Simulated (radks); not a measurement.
The numbers below are computed, except where a source is named.
Orbital eigenvalues (eV) of the aluminium ion Al3+, [Ne], at several levels of relativity; Dirac values are averaged over j with weights 2j + 1. Spin-unpolarised spherical Kohn-Sham, PBE, point nucleus unless stated (finite: rms radius 3.061 fm), a radial shooting solver on a logarithmic mesh with Libxc functionals. A level marked "c x" has the speed of light scaled by that factor and shares open shells by 2j + 1; other Dirac levels either fill j = l - 1/2 first or share by 2j + 1.

| shell | non-rel. | Dirac, low j first | Dirac, 2j+1 shares, finite nucleus | Dirac, c x 0.85 | change of magnitude, last against first (%) |
|---|---|---|---|---|---|
| 1s | -1543.3 | -1546.7 | -1546.7 | -1548.0 | +0.31 |
| 2s | -142.15 | -142.63 | -142.63 | -142.82 | +0.47 |
| 2p | -104.13 | -104.13 | -104.13 | -104.13 | -0.01 |
